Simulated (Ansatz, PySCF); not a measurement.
This PySCF input computes a BLYP/def2-TZVPD energy:

```python
from pyscf import gto, scf, dft

mol = gto.M(
    atom='''
    C     2.37448486   -0.15503222    0.29547570
    C     1.01288533   -0.26398422    0.20053783
    C     0.06029789    0.67171240   -0.24689672
    C    -1.33713357    0.45997030   -0.30670933
    C    -2.12531577   -0.61491495    0.01931057
    H     2.98093580   -0.97328610    0.66412678
    H     2.89600473    0.75290023    0.00569068
    H     0.59759750   -1.22179676    0.51971173
    H     0.42439930    1.64258659   -0.57609986
    H    -1.88989010    1.32306638   -0.68688310
    H    -3.20024188   -0.56775277   -0.10578297
    H    -1.72011772   -1.54222548    0.40892849
    ''',
    basis='def2-tzvpd',
    charge=-1,
    spin=0,
    verbose=4,
)

mf = dft.RKS(mol, xc='blyp').density_fit(auxbasis='def2-universal-jkfit')
mf.grids.level = 3
mf.conv_tol = 1e-9
mf.max_cycle = 100
mf.max_memory = 1500
mf.kernel()
if not mf.converged:
    mf = mf.newton()
    mf.kernel(mf.make_rdm1())
mf.analyze()
```

Question: Write an input for the same energy in Ansatz (an electronic-structure program) and say what it gives.

Answer: 
Ansatz 0.2 input:
```yaml
crystal:
  periodic: [false, false, false]
  atoms:
    - {symbol: C, position_ang: [2.37448486, -0.15503222, 0.29547570]}
    - {symbol: C, position_ang: [1.01288533, -0.26398422, 0.20053783]}
    - {symbol: C, position_ang: [0.06029789, 0.67171240, -0.24689672]}
    - {symbol: C, position_ang: [-1.33713357, 0.45997030, -0.30670933]}
    - {symbol: C, position_ang: [-2.12531577, -0.61491495, 0.01931057]}
    - {symbol: H, position_ang: [2.98093580, -0.97328610, 0.66412678]}
    - {symbol: H, position_ang: [2.89600473, 0.75290023, 0.00569068]}
    - {symbol: H, position_ang: [0.59759750, -1.22179676, 0.51971173]}
    - {symbol: H, position_ang: [0.42439930, 1.64258659, -0.57609986]}
    - {symbol: H, position_ang: [-1.88989010, 1.32306638, -0.68688310]}
    - {symbol: H, position_ang: [-3.20024188, -0.56775277, -0.10578297]}
    - {symbol: H, position_ang: [-1.72011772, -1.54222548, 0.40892849]}
basis:
  gaussian:
    orbitals: def2-TZVPD
hamiltonian:
  xc: {name: BLYP}
total_charge: -1
output: {forces: true}
```
It gives -194.67688 Eh, and PySCF -194.67701 Eh, a difference of 0.13 mEh, from the treatment of integrals and grids.

It need not be the lowest isomer of its formula. Whether it binds its extra electron was not tested at this geometry.
